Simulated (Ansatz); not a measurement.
`P[SiH]1CS1` + `CB1C[SiH2]1` → `PB1C[SiH2]1` + `C[SiH]1CS1` at 298.15 K and 1 bar (redistribution).

Isolated molecules relaxed with PBE0-D4/def2-TZVP in Ansatz; ΔE leaves out vibrations. CCSD(T)/CBS adds triple-zeta CCSD(T) − MP2 to the extrapolated MP2 energy (def2 sets, frozen cores). Each species was taken in one conformer, which may not be the lowest.

```
      species  CCSD(T)/CBS energy (Eh)  H − E (kJ/mol)  S (J/(mol·K))
 `P[SiH]1CS1`              -1068.85395           163.4          331.3
`CB1C[SiH2]1`               -394.13392           233.7          322.7
`PB1C[SiH2]1`               -696.40651           185.7          328.9
 `C[SiH]1CS1`               -766.58382           211.5          316.4
```

H − E and S are ideal-gas, rigid-rotor, harmonic terms from PBE0-D4/def2-TZVP, for one conformer and one mirror image of each species. 1 Eh = 2625.50 kJ/mol, R = 8.31446 J/(mol·K).

**Question.** By hand: ΔE, ΔH, ΔS and ΔG.

**Answer.** ΔE = (-696.40651) + (-766.58382) − (-1068.85395) − (-394.13392) = -0.00246 Eh = -6.5 kJ/mol. Δ(H − E) = 185.7 + 211.5 − 163.4 − 233.7 = 0.1, so ΔH = -6.4 kJ/mol. ΔS = 328.9 + 316.4 − 331.3 − 322.7 = -8.7 J/(mol·K). ΔG = -6.4 − 298.15 × (-8.7)/1000 = -3.8 kJ/mol.

**Question.** By hand: the equilibrium constant, and the temperature at which ΔG would vanish if ΔH and ΔS stayed fixed.

**Answer.** log₁₀ K = −ΔG/(RT ln 10) = 0.7. ΔG = 0 at ΔH/ΔS = 736 K, though so small a ΔH makes that figure unsure.

TΔS isn't small against ΔH here. The sign of ΔG lies within the doubt. A doubt of 5 kJ/mol in ΔE shifts log₁₀ K by 0.9 here. Other conformers and mirror images would add mixing entropy, several J/(mol·K) or more a flexible species. These are equilibria of isolated gas molecules and say nothing of rates. Largest T1 diagnostic: 0.017 (customary marks: 0.02 for closed shells, 0.045 for open ones).
